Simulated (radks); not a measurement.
Spherical jellium clusters: N electrons in a uniform positive sphere of charge N and radius rs N^(1/3), rs = 4.76 bohr. Calculated with a radial shooting solver with Libxc functionals: non-relativistic Kohn-Sham, PBEsol, spin-polarised, spherical densities. Levels are named by radial order and angular momentum (1s, 1p, 1d, 2s, ...), and open shells are averaged over m.

N = 34, configuration 1s2 1p6 1d10 2s2 1f14. This is the lowest configuration that the search found. Occupied and some empty levels:

level,occupation,eigenvalue (eV),<r> (bohr)
1s,2,-4.3108,8.531
1p,6,-3.8308,10.66
1d,10,-3.2843,11.87
2s,2,-3.1660,9.500
1f,14,-2.6504,12.72
2p,0,-2.3218,10.33
1g,0,-1.9302,13.43
2d,0,-1.4354,11.78

Energy (eV): total -64.5714, kinetic 43.437, external -2436.1, Hartree 1213.3, exchange-correlation -109.18, background 1223.9.

Electron density:

r (bohr),n(r) (e/bohr^3)
0.484,0.003052
2.31,0.002664
4.13,0.002080
5.96,0.001803
7.78,0.002041
9.60,0.002527
11.4,0.002682
13.2,0.002031
15.1,0.0009350
16.9,0.0002505
18.7,0.00004992
20.5,9.010e-06
22.4,1.521e-06
24.2,2.509e-07
